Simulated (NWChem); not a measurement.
**An input for InHSBrF (SMILES [F][In]([SH])[Br])**

The species is InHSBrF (5 atoms), meant as a singlet with charge 0. As SMILES, `[F][In]([SH])[Br]`. The coordinates come from a PBE0-D4/def2-TZVP relaxation. This is one conformer, not always the lowest.

| atom | x (Å) | y (Å) | z (Å) |
| --- | --- | --- | --- |
| F | -1.1387 | -1.0531 | 1.8968 |
| In | -0.3283 | -0.3831 | 0.2721 |
| S | 1.1061 | 1.4722 | 0.4391 |
| Br | -0.9292 | -1.5832 | -1.7641 |
| H | 1.3400 | 1.4736 | -0.8853 |

Settings wanted:

```json
{"task": "energy", "method": "DFT", "functional": "SVWN5", "basis set": "def2-TZVP", "core potential": "def2-ecp", "reference": "RKS", "integration grid": "fine", "SCF convergence threshold": "1e-08", "iteration cap": "100", "damping": "70", "symmetry": "none", "ncydp": "10", "module": "dft"}
```

Q: Write the NWChem 7.2.2 input and the command.

A: This one ran through:

job.nw:
```
start job
title "BrFHInS SVWN5"
memory total 8000 mb

geometry units angstrom noautosym nocenter noautoz
F    -1.138700   -1.053100    1.896800
In   -0.328300   -0.383100    0.272100
S     1.106100    1.472200    0.439100
Br   -0.929200   -1.583200   -1.764100
H     1.340000    1.473600   -0.885300
end

basis spherical
* library def2-TZVP
end

ecp
In library def2-ecp
end

dft
xc slater vwn_5
mult 1
grid fine
convergence energy 1e-08 damp 70 ncydp 10
iterations 100
mulliken
noprint "final vectors analysis"
end

task dft energy
```

```bash
$ nwchem job.nw > job.out
```

Calculated total energy: -3257.25696 Eh.
